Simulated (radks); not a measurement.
Problem. These are the eigenvalues of the occupied orbitals of an atom or ion with whole-number occupations (hartree). Calculated with a radial shooting solver on a logarithmic mesh with Libxc functionals: scalar-relativistic Kohn-Sham, LDA (Slater exchange, VWN5 correlation), spin-polarised, spherical densities, finite nucleus; Fermi nuclear charge, rms radius of each element as measured or else 0.836 A^(1/3) + 0.57 fm.

| orbital | eigenvalue |
|---|---|
| 1s up | -1112.347 |
| 1s down | -1112.344 |
| 2s up | -169.2960 |
| 2s down | -169.2948 |
| 2p up | -152.0830 |
| 2p down | -152.0811 |
| 3s up | -33.16519 |
| 3s down | -33.16300 |
| 3p up | -27.55248 |
| 3p down | -27.55010 |
| 3d up | -18.95902 |
| 3d down | -18.95682 |
| 4s up | -5.45048 |
| 4s down | -5.44571 |
| 4p up | -3.72811 |
| 4p down | -3.72261 |
| 4d up | -1.23015 |
| 4d down | -1.21913 |
| 5s up | -0.49976 |
| 5s down | -0.44180 |
| 5p up | -0.20311 |

Which element is it, and in what charge state? The configuration may be excited. Open shells, if any, are filled with parallel spins first.

Solution. Z = 51, antimony, charge 0: Sb in [Kr] 4d10 5s2 5p3. The list shows which subshells hold electrons but not how many an open one holds; the 1s level, -1112.3 hartree, gives Z - s = 47.2 by -(Z - s)^2/2, which with screening and relativity narrows Z to a few neighbours, and the depths of the outer levels then fix element, charge and occupations together.
